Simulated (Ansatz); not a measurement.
Input and output for the cluster La3 (the lowest doublet isomer of a short search).

```yaml
crystal:
  periodic: [false, false, false]
  atoms:
    - {symbol: La, position_ang: [-1.376324, -1.217134, 0.268378]}
    - {symbol: La, position_ang: [1.669140, -0.284690, 0.843392]}
    - {symbol: La, position_ang: [-0.292816, 1.501834, -1.111769]}
basis:
  gaussian: {orbitals: def2-SVP}
magnetization: {spin_polarized: true, initial_magnetization: 1}
hamiltonian: {xc: {name: wB97X}}
scf: {lower_state_search: off}
output: {forces: true}
```

```sh
$ ansatz run in.yaml --threads 4 --pin off --events-out ev --progress --plain --max-ram 3916MiB
```

Output, abridged:

```
Functional definition: wB97X
822 factors; their error is unknown
267 factors; integrals over basis functions are off by at most 5.8e-5 eV
mean field evaluation 1: about -2567.6475 eV, gradient 2.3e1 eV
mean field evaluation 2: about -2567.1858 eV, gradient 2.5e1 eV
mean field evaluation 4: about -2570.9564 eV, gradient 2.3e0 eV
mean field evaluation 8: about -2571.1067 eV, gradient 2.4e-1 eV
mean field evaluation 16: about -2571.1340 eV, gradient 1.8e-1 eV
mean field evaluation 32: about -2571.1390 eV, gradient 3.4e-3 eV
mean field -2571.14417993 eV, -94.4878058283 hartree, gradient 2.2e-6 eV, S^2 1.013635; 0 other end points of the search recorded, 0 dependent functions left out
reference -2571.14415454 eV, -94.4878048951 hartree; 17, 16 occupied and 79, 80 virtual orbitals, 822 factors
Total energy: -2571.14415454 eV, -94.4878048951 hartree
Atom 0 at    -1.376324    -1.217134     0.268378 Å, force    -0.376967    -0.142723    -0.053049 eV/Å
Atom 1 at     1.669140    -0.284690     0.843392 Å, force     0.561891    -0.068050     0.265469 eV/Å
Atom 2 at    -0.292816     1.501834    -1.111769 Å, force    -0.184924     0.210773    -0.212420 eV/Å
Dipole moment:    -0.234509    -0.015686    -0.081528 e Å
Checks for a lower state left out: stability, starts, cluster_reference, orbital_swaps, neighbouring_geometries, increment
```

Hardware: 4 threads of Arm Neoverse V2 on a shared host. Wall time 18 s.

In the def2 sets La takes a core potential; there is no spin–orbit coupling. The charge 0 doublet is spin-contaminated (final ⟨S²⟩ up to 1.01, 0.75 for a pure state).
